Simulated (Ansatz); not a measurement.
A nudged elastic band was laid between two geometries of ClH + ClHOZn (6 atoms, charge 0, multiplicity 1).

These are results of Ansatz 0.2.0, RHF/def2-SVP, not measurements.

```yaml
movable_images: 5
climbing_image: yes
spring: 5.0 eV/Å²
optimiser: quadratic models (default)
start_path: through a guess of the saddle point
force_threshold: 0.05 eV/Å
iteration_limit: 60
end_points: relaxed
```

First end point:

```xyz
6
Properties=species:S:1:pos:R:3
Zn -0.015 -0.010 0.032
O -0.179 -0.060 1.838
H -0.959 -0.280 2.321
Cl -0.300 -0.084 -2.088
Cl 2.498 0.690 1.063
H 1.593 0.435 1.961
```

Last end point:

```xyz
6
Properties=species:S:1:pos:R:3
Zn 0.887 0.251 -0.120
O -0.003 -0.005 1.779
H -0.898 -0.262 1.952
Cl -0.722 -0.210 -1.503
Cl 2.913 0.818 0.419
H 0.461 0.100 2.599
```

What changes between the two ends?

Bonds broken: Cl5–H6. Bonds formed: Zn1–Cl5, O2–H6. ClH + ClHOZn becomes Cl2H2OZn.

Give the energies along the band, and the barrier.

The run converged. The highest image is number 1 of 0 to 6, 3.6 kJ/mol above the first end and 166.0 kJ/mol above the last; the last end lies 162.4 kJ/mol below the first. A vibrational analysis at the climbing image gives one clearly imaginary mode, 473i cm⁻¹: a first-order saddle point. The orbitals stay closed-shell, which can raise the energy where a bond breaks towards radicals; this wasn't checked here.

```csv
image,path coordinate (Å),energy (kJ/mol),Cl5–H6 (Å),Zn1–Cl5 (Å),O2–H6 (Å)
0,0.00,0.0,1.30,2.80,1.84
1,0.41,3.6,1.39,2.62,1.46
2,0.83,-59.9,1.78,2.45,1.07
3,1.24,-137.7,2.19,2.26,0.96
4,1.66,-156.1,2.59,2.20,0.95
5,2.08,-161.2,2.96,2.18,0.95
6,2.50,-162.4,3.36,2.17,0.95
```

What is the geometry of the highest image?


```xyz
6
Properties=species:S:1:pos:R:3:forces:R:3
Zn 0.145 0.035 -0.018 0.00 0.00 0.00
O -0.086 -0.034 1.817 0.00 0.00 0.00
H -0.810 -0.236 2.386 0.00 0.00 0.00
Cl -0.343 -0.095 -2.101 0.00 0.00 0.00
Cl 2.414 0.664 1.126 0.00 0.00 0.00
H 1.318 0.357 1.917 0.00 0.00 0.00
```

What are the harmonic wavenumbers there?

473i, 91, 100, 164, 167, 400, 582, 648, 810, 983, 1775, 4226 cm⁻¹.

Run time: 67 s on 1 thread of AMD EPYC 9R45 96-Core Processor (Zen 5), on a shared host, peak memory 0.21 GiB.
